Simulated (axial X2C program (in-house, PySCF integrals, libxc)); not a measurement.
**NbN⁺: bond constants with and without spin–orbit coupling**

All values were computed with an in-house relativistic program for diatomic molecules. Spin-free means the one-electron spin-free X2C Hamiltonian; two-component (2c) means X2C with spin–orbit coupling and atomic mean-field two-electron Coulomb and Gaunt terms, so the difference of the two also holds small scalar two-electron terms. Basis: Nb dyall-cv3z [11s12p9d5f3g], N dyall-av3z [7s7p3d2f] (cores contracted in-house); Gaussian nuclei, density fitting, unrestricted open shells. Masses: Nb 92.906 u, N 14.003 u.

State, spin-free: M_S = 1/2, Λ = 2 (beyond evenly filled blocks: δ+α); electrons by block: σα: 11, σβ: 11, π+α: 5, π+β: 5, π-α: 5, π-β: 5, δ+α: 2, δ+β: 1, δ-α: 1, δ-β: 1. Fragments: Nb+ + N.

State, 2c: Ω = 3/2 (⟨Sz⟩ = -0.50, ⟨Lz⟩ = 2.00 at PBE0); electrons by block: 1/2: 16, -1/2: 16, 3/2: 7, -3/2: 6, 5/2: 1, -5/2: 1. Fragments: Nb+ + N.

```tsv
Hamiltonian	level	Re (Å)	ωe (cm⁻¹)	ωexe (cm⁻¹)	Be (cm⁻¹)	αe (cm⁻¹)	De (eV)	μ (D)
spin-free	PBE0	1.602	1183.6	n/a	0.54	0.00232	5.55	-5.05
spin-free	PW91	1.628	1122.8	3.76	0.5229	0.00242	6.58	-4.80
2c	PBE0	1.602	1183.4	n/a	0.54	0.00233	n/a	-5.04
2c	PW91	1.628	1122.6	3.76	0.523	0.00242	n/a	-4.80
```

Dipoles are positive if N is the positive end and refer to the centre of mass.

The state is a single determinant with fixed occupations, the lowest that a limited PBE0 search found. Dissociation energies refer to the lowest single-determinant-based atoms at the same level and basis. De is not given where an atomic determinant may have missed its ground term or J level, or where the truncated virtual space spoils (T). Density functionals use the spin component along the axis (collinear). Without a current term, density functionals place determinants with orbital angular momentum somewhat too high. The determinant is spin-polarised beyond a pure state at some levels (its spin-free form has ⟨S²⟩ too high), which makes Re and μ there less reliable.

No reliable constants came from CCSD (2c), CCSD (spin-free), CCSD(T) (2c), CCSD(T) (spin-free), HF (2c), HF (spin-free), MP2 (2c), MP2 (spin-free): no minimum in range, unconverged points, a curve that is not smooth, a change of character along it, or the two Hamiltonians disagreeing along it.

Rough cost a point (2c) on 1 thread(s) of a shared host, integrals apart: PBE0 1.3 s, PW91 0.7 s.

The whole task took 4.2 min on 1 thread of Arm Neoverse N1, on a shared host.
